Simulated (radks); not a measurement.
Results of a calculation; reference values are marked as such.
Question: F II, configuration [He] 2s1.5 2p4.5 (fractional occupations, a model configuration). Level of theory: scalar-relativistic Kohn-Sham, SCAN, spin-polarised, spherical densities, finite nucleus; open shells are filled with parallel spins first; meta-GGA in the generalised Kohn-Sham scheme; Fermi nuclear charge, rms radius 2.8976 fm (a radial shooting solver on a logarithmic mesh with Libxc functionals). Some entries of the table are withheld. Estimate them.

orbital,occ.,eigenvalue (hartree),r(max) (bohr)
1s up,1,-25.40786,0.1144
1s down,1,-25.32723,0.1143
2s up,1,-1.89291,(1)
2s down,0.5,-1.69536,(2)
2p up,3,-1.14372,0.6788
2p down,1.5,-0.94665,0.6979

Answer: 
(1) 2s up r(max) (bohr): 0.7469
(2) 2s down r(max) (bohr): 0.7611
